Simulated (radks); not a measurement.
The numbers below are computed, except where a source is named.
Q: Coherent X-ray form factor from a spherical all-electron density. Code: a radial shooting solver on a logarithmic mesh with Libxc functionals. Model: Dirac Kohn-Sham, exchange-only PBE, spin-unpolarised, spherical densities, finite nucleus; Fermi nuclear charge, rms radius of each element as measured or else 0.836 A^(1/3) + 0.57 fm.

sin(theta)/lambda (1/angstrom),f0 (electrons)
0.05,32.794
0.1,32.196
0.15,31.258
0.2,30.058
0.25,28.684
0.3,27.221
0.4,24.297
0.5,21.634
0.6,19.314
0.8,15.465
1,12.348
1.25,9.420
1.5,7.534
2,5.694

The species is in the configuration that NIST lists as its ground one. Which atom or ion scatters so?

A: The niobium ion Nb8+, [Ar] 3d10 4s2 4p3. Extrapolating in s^2 from the first two rows gives f0(0) = 33.0, near the electron count 33; among species with that count, the fall with angle is slower the higher Z, and the table is that of Z = 41; from so few rows the species is fixed only to a neighbour or two.
